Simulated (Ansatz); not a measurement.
Input file for Ansatz (an electronic-structure program): U-wB97X-V/cc-pV(T+d)Z on C2H5Al (SMILES C=[CH][AlH2]), a point of a bond scan (R = 5.063 Å). Files ending in .json are basis or fitting sets from the Basis Set Exchange.

Ansatz 0.2 input:
```yaml
crystal:
  periodic: [false, false, false]
  atoms:
    - {symbol: Al, position_ang: [-0.13640480, 0.16293037, 1.16257739]}
    - {symbol: H, position_ang: [-2.30837309, 4.73280663, 1.33870193]}
    - {symbol: H, position_ang: [0.17826312, -0.64444815, 2.48571591]}
    - {symbol: C, position_ang: [0.29151772, -0.55237827, -0.58963342]}
    - {symbol: C, position_ang: [0.01802875, 0.14494252, -1.69877918]}
    - {symbol: H, position_ang: [0.75944852, -1.52587481, -0.73005893]}
    - {symbol: H, position_ang: [0.24169125, -0.21989595, -2.69843926]}
    - {symbol: H, position_ang: [-0.44827436, 1.12572183, -1.65786457]}
basis:
  gaussian:
    orbitals: cc-pV_T+d_Z.json
hamiltonian:
  xc: {name: wB97X-V}
magnetization: {spin_polarized: true, initial_magnetization: 0}
```

The head of its log:

```
WARN ansatz: RAYON_NUM_THREADS=1 ignored (pool sized by the plan → 1); use --threads N
Functional definition: wB97X-V
integrals: 0.09 GiB planned
923 factors; their error is unknown
integrals: 0.12 GiB planned
246 factors; integrals over basis functions are off by at most 4.0e-5 eV
mean field: 1.03 GiB planned
mean field evaluation 1: about -8738.5155 eV, gradient 2.6e1 eV
mean field evaluation 2: about -8732.2426 eV, gradient 2.5e1 eV
```

Predict the final total energy.

-321.4315 hartree. Its determinant has ⟨S²⟩ = 1.00, a mixture of spin states.
